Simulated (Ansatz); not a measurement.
Mulliken charges of C2H5BN2, SMILES `NCB1C=N1` from r2SCAN/def2-TZVPP in Ansatz (PBE0-D4/def2-TZVP geometry).

```tsv
atom	x (Å)	y (Å)	z (Å)	charge (e)
N1	-1.665	-0.090	0.780	-0.354
C2	-0.257	-0.495	0.767	0.030
B3	0.649	0.072	-0.360	-0.227
C4	1.788	0.363	-1.203	0.266
N5	0.656	0.916	-1.524	-0.199
H6	-1.732	0.918	0.847	0.137
H7	-2.100	-0.334	-0.102	0.138
H8	-0.206	-1.591	0.740	0.055
H9	0.189	-0.246	1.738	0.055
H10	2.762	0.437	-1.680	0.100
```

**Question.** By hand: the dipole of these point charges (1 e Å = 4.8032 D).

**Answer.** Σ q r = (0.528, -0.063, -0.118) e Å, of length 0.545 e Å = 2.62 D.

**Question.** How does the dipole of the full density compare? (An estimate is asked.)

**Answer.** Ansatz gave: (0.315, -0.092, 0.011) e Å, 1.58 D; the point charges give 1.66 times that, at 17° from its direction.

Point charges leave out the atoms' own dipoles, such as those of lone pairs, and Mulliken's split depends on the basis, so the two needn't agree.
